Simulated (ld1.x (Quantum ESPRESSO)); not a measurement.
## Varying the TM potential for carbon (C)

Base potential:

```json
{
  "Element": "carbon",
  "Generator": "ld1.x (Quantum ESPRESSO) 7.5",
  "Type": "norm-conserving Troullier–Martins (Kleinman–Bylander form)",
  "Functional": "PBEsol",
  "Relativity": "scalar-relativistic",
  "Frozen core": "[He]",
  "Valence charge": "4",
  "Reference configuration": "2s2 2p1 (charge +1)",
  "Partial waves": "2s (bound): rc 1.10 bohr; 2p (bound): rc 1.45 bohr; 3d channel at 0.3 Ry: rc 1.25 bohr",
  "Local potential": "all-electron potential smoothed inside 0.85 bohr (lloc = -2)",
  "Core correction": "Bessel-smoothed model core inside 1.10 bohr"
}
```

All-electron outer shells of the reference configuration (PBEsol, scalar-relativistic, ld1.x):

| shell | level (eV) | outermost node (bohr) | outermost maximum (bohr) |
| --- | --- | --- | --- |
| 2s | -25.62 | 0.38 | 1.17 |
| 2p | -16.91 | – | 1.11 |

Cutoffs, loose and tight: the cutoffs (Ry, on a coarse ladder) from which the occupation-weighted sum of valence levels, in a spherical-Bessel basis at the reference potential, stays within 10 and 1 mRy of its value at 400 Ry. They do not see the model core or the augmentation charge, which bear on the density cutoff. Test errors are all-electron minus pseudo excitation energies from the reference, over the configurations 2s2 2p2; 2s2 2p0; 2s1 2p0; 2s1 2p2; 2s2 2p2.3; 2s1 2p3; 2s2 2p1.5. A dash means not determined; rows that change the core or the reference have their own tests.

```tsv
change	outcome	cutoff, loose	cutoff, tight	bound ghosts	largest test error (meV)
base	generated	45 Ry	100 Ry	none	+147
wave 2p (bound): rc 1.45 bohr becomes 2p (bound): rc 0.94 bohr	generated	80 Ry	110 Ry	none	+100
wave 2p (bound): rc 1.45 bohr becomes 2p (bound): rc 1.12 bohr	generated	60 Ry	100 Ry	none	+108
wave 2p (bound): rc 1.45 bohr becomes 2p (bound): rc 1.26 bohr	generated	55 Ry	100 Ry	none	+120
wave 2p (bound): rc 1.45 bohr becomes 2p (bound): rc 1.40 bohr	generated	45 Ry	100 Ry	none	+136
wave 2p (bound): rc 1.45 bohr becomes 2p (bound): rc 1.68 bohr	generated	40 Ry	90 Ry	none	+188
wave 2p (bound): rc 1.45 bohr becomes 2p (bound): rc 1.88 bohr	generated	40 Ry	90 Ry	none	+258
wave 2p (bound): rc 1.45 bohr becomes 2p (bound): rc 2.18 bohr	generated	35 Ry	90 Ry	none	+400
```

Problem. What comes out with this change to the base: wave 2p (bound): rc 1.45 bohr becomes 2p (bound): rc 2.04 bohr?

Solution. outcome: generated; cutoff, loose: 35 Ry; cutoff, tight: 90 Ry; bound ghosts: none; largest test error (meV): +319.

Problem. What comes out with this change to the base: wave 2p (bound): rc 1.45 bohr becomes 2p (bound): rc 1.56 bohr?

Solution. outcome: generated; cutoff, loose: 40 Ry; cutoff, tight: 100 Ry; bound ghosts: none; largest test error (meV): +161.

Reading the sweep of the p radius (base included, trends over the rows without a ghost): The loose cutoff falls from 80 Ry at 0.94 to 35 Ry at 2.18 bohr. A larger radius leaves more room for a smooth pseudo-wave, so fewer plane waves are needed; a smaller one forces it to follow the all-electron wave where it bends sharply. The median size of the test errors (rows with all tests solved) rises from 5.3 meV at 0.94 to 40.9 meV at 2.18 bohr. More of the atom is replaced by a form fitted at one configuration, so other configurations suffer as the radius grows.
